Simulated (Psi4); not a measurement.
CH5AlO2 (SMILES [CH3][Al]([OH])[OH]), singlet, at a GFN2-xTB geometry (such geometries of metal compounds can be far from the true shape), with bond 4-2 at 1.6 times its length. Base run: M06-2X/6-31G** (Psi4).

The Psi4 input:
```
memory 2 GB

molecule mol {
0 1
Al    0.077495    0.072760    0.005579
C    -1.429124   -1.224157   -0.136255
H    -1.103574   -2.145534   -0.615245
H    -2.751780   -0.571635   -1.058090
H    -1.800166   -1.498175    0.849291
O    -0.039166    1.511442   -0.787356
H    -0.099529    2.338246   -1.240171
O     1.375252   -0.372392    0.916601
H     2.137670   -0.591536    1.429574
}

set {
  basis 6-31g**
  reference rks
}

energy('m06-2x')
print_variables()
```

Each row names what was changed in the base input (with any setting that the change needs).

```
change                        ΔE vs base (mEh)  SCF cycles  grid points  basis functions
----------------------------  ----------------  ----------  -----------  ---------------
base                                     0.000           9       195941               89
dft_spherical_points = 110              -0.154           9        71459               89
guess = sapgau                           0.000           9       195941               89
dft_pruning_scheme = robust              0.004           9       135077               89
guess = core                             0.000          13       195941               89
scf_type = cd                           -0.227           9       195941               89
df_basis_scf = cc-pvtz-jkfit            -0.043           9       195941               89
e_convergence = 1e-4                     0.000           9       195941               89
d_convergence = 1e-4                     0.000           8       195941               89
dft_spherical_points = 434              -0.020           9       281124               89
scf_type = dfdirj+link                  -0.119           9       195941               89
scf_type = direct                       -0.086          11       195941               89
guess = modhuckel                        0.000          10       195941               89
```
